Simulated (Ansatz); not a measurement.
Cost and result for the atomization energy of C₃H₇NOSi, SMILES `C=C/N=C/O[SiH3]` (13 atoms, 12 bonds).

| atom | x (Å) | y (Å) | z (Å) |
| --- | --- | --- | --- |
| C1 | -2.3683 | -0.8495 | -0.8278 |
| C2 | -1.1168 | -0.5897 | -1.1908 |
| N3 | -0.1691 | -0.1159 | -0.2945 |
| C4 | 1.0040 | 0.1093 | -0.7108 |
| O5 | 1.9477 | 0.5628 | 0.1052 |
| Si6 | 1.5265 | 0.8289 | 1.7232 |
| H7 | -2.6902 | -0.6966 | 0.1951 |
| H8 | -3.0876 | -1.2180 | -1.5468 |
| H9 | -0.7991 | -0.7467 | -2.2247 |
| H10 | 1.3522 | -0.0381 | -1.7377 |
| H11 | 1.1177 | -0.4332 | 2.3776 |
| H12 | 2.8016 | 1.3169 | 2.2978 |
| H13 | 0.4814 | 1.8698 | 1.8342 |

The species carries charge 0 and has multiplicity 1. The geometry is a stationary point of PBE0-D4/def2-TZVP. It is one conformer, not always the lowest. Program: Ansatz. All runs use 4 threads of an Arm Neoverse V1 on a shared host. Times are those of one run each, without the atoms' runs, and a repeat can differ threefold. Electronic energies, without spin–orbit coupling; frozen cores. CCSD(T)/CBS adds CCSD(T) − MP2 in def2-TZVPP to the MP2 limit, and its time is that of the two runs behind it. T1 = 0.014; the RHF reference is unstable towards UHF. B3LYP takes the VWN-RPA correlation (the form of Gaussian; ORCA's B3LYP/G).

CCSD(T)/CBS is a level of theory with its own doubt, some kJ/mol a heavy atom from the limit and from the frozen cores, so smaller differences don't rank the functionals.

```
                             level  functions  wall time  atomization (kJ/mol)  difference from CCSD(T)/CBS  per bond
   PBE-D4/def2-TZVPP (with forces)        295      3.1 s                5279.4                        145.2      12.1
                PBE0-D4/def2-TZVPP        295      3.7 s                5157.5                         23.3       1.9
r2SCAN-D4/def2-TZVPP (with forces)        295        6 s                5152.6                         18.4       1.5
 B3LYP-D4/def2-TZVPP (with forces)        295      6.5 s                5159.2                         25.0       2.1
                 B2PLYP/def2-TZVPP        295      8.5 s                5098.6                        -35.6      -3.0
                ωB97X-V/def2-TZVPP        295      9.5 s                5155.7                         21.5       1.8
  ωB97M-V/def2-TZVPP (with forces)        295       14 s                5157.6                         23.4       1.9
                    MP2/def2-QZVPP        565       38 s                5171.7                         37.5       3.1
                CCSD(T)/def2-TZVPP        295     16 min                4993.9                       -140.3     -11.7
                 CCSD(T)/CBS(def2)          –     16 min                5134.2                          0.0       0.0
```

From PBE to PBE0 (25 % exact exchange), in def2-TZVPP and without D4, the atomization energy moves by −117.7 kJ/mol: exact exchange takes away binding that semilocal exchange gives to molecules. The D4 term adds +42.7 kJ/mol with B3LYP and +22.7 kJ/mol with PBE0; it sums over pairs of atoms, weighted by their polarisabilities, and B3LYP, whose exchange is more repulsive, gets the larger term. In def2-TZVPP, CCSD(T) changes the Hartree–Fock value by +1333.4 kJ/mol (the triples alone add +90.2 kJ/mol) and MP2 by +1427.6 kJ/mol; breaking electron pairs costs correlation energy, which Hartree–Fock lacks.
